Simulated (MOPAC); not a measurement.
Input file for MOPAC: PM3 on CH4OPb (SMILES C[O][PbH]), a point of a torsion scan.

```
PM3 1SCF PRECISE CHARGE=0 THREADS=1
CH4OPb

C     -0.93665139 1    -0.19313444 1     0.02377022 1
O     -0.05720036 1     0.84288836 1    -0.24016089 1
Pb     2.03661922 1     1.18014795 1    -0.02544764 1
H     -0.68006980 1    -1.09175108 1    -0.55078632 1
H     -1.95267139 1     0.11704540 1    -0.25066223 1
H     -0.93015962 1    -0.46380333 1     1.08673607 1
H      2.54326677 1    -0.45310099 1     0.70542831 1
```

Program output:

```
*******************************************************************************
 **                                                                           **
 **                              MOPAC v23.2.5                                **
 **                                                                           **
 *******************************************************************************
 ** MOPAC's Digital Object Identifier: https://doi.org/10.5281/zenodo.6511958 **
 **                                                                           **
 ** Please cite the open-source release paper for use of this MOPAC version:  **
 ** J. E. Moussa and J. J. P. Stewart (2026)                                  **
 ** MOPAC: An open-source semiempirical molecular orbital program             **
 ** J. Open Source Softw., 11(119), 8025, https://doi.org/10.21105/joss.08025 **
 *******************************************************************************

                              PM3 CALCULATION RESULTS

 *******************************************************************************
 *  PM3        - The PM3 Hamiltonian to be used
 *
 *
 *
 *                 CHARGE ON SYSTEM = 0
 *
 *
 *
 *  PRECISE    - TIGHTER CRITERIA TO BE USED
 *  1SCF       - DO 1 SCF AND THEN STOP
 *  THREADS=1  - MULTI-THREADING NOT USED
 *  T=         - A TIME OF 172800.0 SECONDS REQUESTED
 *  DUMP=N     - RESTART FILE WRITTEN EVERY 7200.0 SECONDS REQUESTED
 *******************************************************************************
PM3 1SCF PRECISE CHARGE=0 THREADS=1
 CH4OPb

   ATOM   CHEMICAL          X               Y               Z
  NUMBER   SYMBOL      (ANGSTROMS)     (ANGSTROMS)     (ANGSTROMS)

     1       C         -0.93665139  *  -0.19313444  *   0.02377022  *
     2       O         -0.05720036  *   0.84288836  *  -0.24016089  *
     3      Pb          2.03661922  *   1.18014795  *  -0.02544764  *
     4       H         -0.68006980  *  -1.09175108  *  -0.55078632  *
     5       H         -1.95267139  *   0.11704540  *  -0.25066223  *
     6       H         -0.93015962  *  -0.46380333  *   1.08673607  *
     7       H          2.54326677  *  -0.45310099  *   0.70542831  *



          CARTESIAN COORDINATES

    NO.       ATOM           X           Y           Z

     1         C         -0.9367     -0.1931      0.0238
     2         O         -0.0572      0.8429     -0.2402
     3        Pb          2.0366      1.1801     -0.0254
     4         H         -0.6801     -1.0918     -0.5508
     5         H         -1.9527      0.1170     -0.2507
     6         H         -0.9302     -0.4638      1.0867
     7         H          2.5433     -0.4531      0.7054

  H: (PM3): J. J. P. STEWART, J. COMP. CHEM. 10, 209 (1989).
  C: (PM3): J. J. P. STEWART, J. COMP. CHEM. 10, 209 (1989).
  O: (PM3): J. J. P. STEWART, J. COMP. CHEM. 10, 209 (1989).
 Pb: (PM3): J. J. P. STEWART, J. COMP. CHEM. 12, 320-341 (1991).

           Empirical Formula: C H4 O Pb  =     7 atoms



      MOLECULAR POINT GROUP   :   Cs


      RHF CALCULATION, NO. OF DOUBLY OCCUPIED LEVELS = 9


 -------------------------------------------------------------------------------
 PM3 1SCF PRECISE CHARGE=0 THREADS=1
 CH4OPb



     1SCF WAS SPECIFIED, SO BFGS WAS NOT USED
     SCF FIELD WAS ACHIEVED


                              PM3 CALCULATION
                                                       MOPAC v23.2.5 Linux




          FINAL HEAT OF FORMATION =          3.76209 KCAL/MOL =      15.74059 KJ/MOL


          COSMO AREA              =        109.99 SQUARE ANGSTROMS
          COSMO VOLUME            =         95.43 CUBIC ANGSTROMS

          IONIZATION POTENTIAL    =          8.862053 EV
          HOMO LUMO ENERGIES (EV) =         -8.862 -1.934
          NO. OF FILLED LEVELS    =          9
          MOLECULAR WEIGHT        =        239.2420         POINT GROUP:  Cs

          MOLECULAR DIMENSIONS (Angstroms)

            Atom       Atom       Distance
            H     7    H     5     4.63170
           Pb     3    H     6     2.59793
            H     4    H     6     1.66450


          SCF CALCULATIONS        =          1





   ATOM   CHEMICAL          X               Y               Z
  NUMBER   SYMBOL      (ANGSTROMS)     (ANGSTROMS)     (ANGSTROMS)

     1       C         -0.93665139  *  -0.19313444  *   0.02377022  *
     2       O         -0.05720036  *   0.84288836  *  -0.24016089  *
     3      Pb          2.03661922  *   1.18014795  *  -0.02544764  *
     4       H         -0.68006980  *  -1.09175108  *  -0.55078632  *
     5       H         -1.95267139  *   0.11704540  *  -0.25066223  *
     6       H         -0.93015962  *  -0.46380333  *   1.08673607  *
     7       H          2.54326677  *  -0.45310099  *   0.70542831  *

                             CARTESIAN COORDINATES

   1    C       -0.936651390    -0.193134440     0.023770220
   2    O       -0.057200360     0.842888360    -0.240160890
   3   Pb        2.036619220     1.180147950    -0.025447640
   4    H       -0.680069800    -1.091751080    -0.550786320
   5    H       -1.952671390     0.117045400    -0.250662230
   6    H       -0.930159620    -0.463803330     1.086736070
   7    H        2.543266770    -0.453100990     0.705428310


           Empirical Formula: C H4 O Pb  =     7 atoms



      MOLECULAR POINT GROUP   :   Cs


                  EIGENVALUES
 -35.56692 -25.41926 -15.91659 -14.85470 -14.68460 -13.08077 -10.02475  -9.95793
  -8.86205  -1.93441  -0.18152   0.21944   4.38260   4.91626   5.01863   6.19945


              NET ATOMIC CHARGES AND DIPOLE CONTRIBUTIONS

  ATOM NO.   TYPE          CHARGE      No. of ELECS.   s-Pop       p-Pop
    1          C           0.139793        3.8602     1.11546     2.74475
    2          O          -0.525707        6.5257     1.83011     4.69559
    3         Pb           0.631376        3.3686     1.84419     1.52443
    4          H          -0.012531        1.0125     1.01253
    5          H           0.015180        0.9848     0.98482
    6          H          -0.012843        1.0128     1.01284
    7          H          -0.235267        1.2353     1.23527
 DIPOLE           X         Y         Z       TOTAL
 POINT-CHG.     2.774     1.936    -0.304     3.396
 HYBRID        -0.796    -2.060     0.683     2.312
 SUM            1.977    -0.125     0.379     2.017


          ATOMIC ORBITAL ELECTRON POPULATIONS

     Atom    s        px        py        pz
    1  C   1.11546   0.91362   0.88581   0.94532
    2  O   1.83011   1.44097   1.47848   1.77614
    3 Pb   1.84419   0.41830   0.82131   0.28482
    4  H   1.01253
    5  H   0.98482
    6  H   1.01284
    7  H   1.23527

 **********************
 *                    *
 * JOB ENDED NORMALLY *
 *                    *
 **********************




 == MOPAC DONE ==
```

The run finished.

Cost: very roughly 0.020 core-seconds.
